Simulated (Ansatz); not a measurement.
H₇FGe₂Si (SMILES F[SiH]([GeH3])[GeH3]), singlet, at a GFN2-xTB geometry; HF/def2-SV(P) run with Ansatz (a first-principles code).

Ansatz was given this input:
Ansatz 0.2 input:
```yaml
crystal:
  periodic: [false, false, false]
  atoms:
    - {symbol: Si, position_ang: [0.04809396, -0.35074103, -0.79736598]}
    - {symbol: F, position_ang: [0.10650099, -1.96554202, -0.80714707]}
    - {symbol: Ge, position_ang: [-1.98837212, 0.23807761, 0.18221323]}
    - {symbol: Ge, position_ang: [1.94212070, 0.37614500, 0.35924886]}
    - {symbol: H, position_ang: [0.10162802, -0.03443783, -2.22147265]}
    - {symbol: H, position_ang: [-2.81608268, 1.16754330, -0.65200990]}
    - {symbol: H, position_ang: [-1.85462312, 0.96356807, 1.48818712]}
    - {symbol: H, position_ang: [-2.90736814, -0.90267939, 0.48885053]}
    - {symbol: H, position_ang: [2.96381618, -0.67928343, 0.64558860]}
    - {symbol: H, position_ang: [2.70842399, 1.45072232, -0.34994177]}
    - {symbol: H, position_ang: [1.65242638, 0.97969626, 1.70145846]}
basis:
  gaussian:
    orbitals: def2-SV_P_.json
hamiltonian:
  xc: hf
```
The basis file holds def2-SV(P) in the JSON format of the Basis Set Exchange.

The log (banner, timings and long lists left out):

```
Functional definition: HF
1148 factors; integrals over basis functions are off by at most 5.0e-4 eV
mean field evaluation 1: about -123605.1239 eV, gradient 2.8e1 eV
mean field evaluation 2: about -123605.3191 eV, gradient 2.8e1 eV
mean field evaluation 4: about -123607.5564 eV, gradient 2.9e0 eV
mean field evaluation 8: about -123607.5985 eV, gradient 9.5e-2 eV
mean field -123607.59857766 eV, -4542.4954634894 hartree, gradient 3.1e-5 eV, S^2 0.000000; 0 other end points of the search recorded, 0 dependent functions left out
reference -123607.59857766 eV, -4542.4954634894 hartree; 47, 47 occupied and 63, 63 virtual orbitals, 1148 factors
Total energy: -123607.59857766 eV, -4542.4954634894 hartree
```
